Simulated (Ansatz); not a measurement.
Isomers of C4H8Si, relaxed with PBE0-D4/def2-TZVP in Ansatz; electronic energies, one conformer each and not always the lowest. Functionals use def2-TZVPP; CBS adds triple-zeta CCSD(T) − MP2 to the MP2 limit of def2-TZVPP and def2-QZVPP.

Task: Order them by energy at frozen-core CCSD(T)/CBS, lowest first. (Estimate.)
A. `CC#CC[SiH3]`
B. `C=CC(=C)[SiH3]`
C. `CCC1=C[SiH2]1`
D. `C#CC[SiH2]C`
E. `C=C1CC1[SiH3]`
F. `C#CCC[SiH3]`

Result: B (0.0 kJ/mol), D (10.9 kJ/mol), A (38.0 kJ/mol), C (51.9 kJ/mol), F (63.3 kJ/mol), E (73.2 kJ/mol).

Task: How do MP2/CBS(def2), B2PLYP, B3LYP, B3LYP-D4 place them (kJ/mol, against `C=CC(=C)[SiH3]`)? (Estimate.)

Result: The calculation gave: 
```
         isomer  MP2/CBS(def2)  B2PLYP  B3LYP  B3LYP-D4
`CCC1=C[SiH2]1`           39.9    54.7   59.1      62.9
  `C#CCC[SiH3]`           52.3    62.3   68.3      74.5
  `CC#CC[SiH3]`           24.2    30.7   33.4      41.6
`C=C1CC1[SiH3]`           63.3    72.2   72.5      75.3
  `C#CC[SiH2]C`           -3.6     9.5   15.9      20.2
```

B3LYP here is the variant with VWN-RPA as its local correlation; programs differ in this.
